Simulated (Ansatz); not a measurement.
`[CH3][Ge]([F])([SiH3])[Cl]` + HCl → `[CH3][Ge]([SiH3])([Cl])[Cl]` + H–F at 298.15 K and 1 bar (ligand exchange at a Ge–F bond).

Computed with Ansatz on PBE0-D4/def2-TZVP structures; ΔE is electronic, products minus reactants. CCSD(T)/CBS adds triple-zeta CCSD(T) − MP2 to the extrapolated MP2 energy (def2 sets, frozen cores). This one scheme is used for every species. For Ge outer-core shells are correlated without core-valence functions, which leaves a few kJ/mol of doubt a bond. Scalar relativity is left out up to krypton.

```
                      species  CCSD(T)/CBS energy (Eh)  H − E (kJ/mol)  S (J/(mol·K))
 `[CH3][Ge]([F])([SiH3])[Cl]`              -2966.52107           198.1          399.9
                          HCl               -460.38127            26.6          186.8
`[CH3][Ge]([SiH3])([Cl])[Cl]`              -3326.51325           196.9          409.6
                          H–F               -100.39570            33.5          173.6
```

H − E and S are ideal-gas, rigid-rotor, harmonic terms from PBE0-D4/def2-TZVP, for one conformer and one mirror image of each species. 1 Eh = 2625.50 kJ/mol, R = 8.31446 J/(mol·K).

Problem. By hand: ΔE, ΔH, ΔS and ΔG.

Solution. ΔE = (-3326.51325) + (-100.39570) − (-2966.52107) − (-460.38127) = -0.00661 Eh = -17.4 kJ/mol. Δ(H − E) = 196.9 + 33.5 − 198.1 − 26.6 = 5.7, so ΔH = -11.7 kJ/mol. ΔS = 409.6 + 173.6 − 399.9 − 186.8 = -3.5 J/(mol·K). ΔG = -11.7 − 298.15 × (-3.5)/1000 = -10.7 kJ/mol.

Problem. By hand: the equilibrium constant, and the temperature at which ΔG would vanish if ΔH and ΔS stayed fixed.

Solution. log₁₀ K = −ΔG/(RT ln 10) = 1.9. ΔG = 0 at ΔH/ΔS = 3343 K, far beyond where these terms or the molecules hold.

The number of gas molecules stays the same, so ΔS is small and ΔH decides. A doubt of 5 kJ/mol in ΔE shifts log₁₀ K by 0.9 here. Other conformers and mirror images would add mixing entropy, several J/(mol·K) or more a flexible species. These are equilibria of isolated gas molecules and say nothing of rates. Largest T1 diagnostic: 0.011 (customary marks: 0.02 for closed shells, 0.045 for open ones).
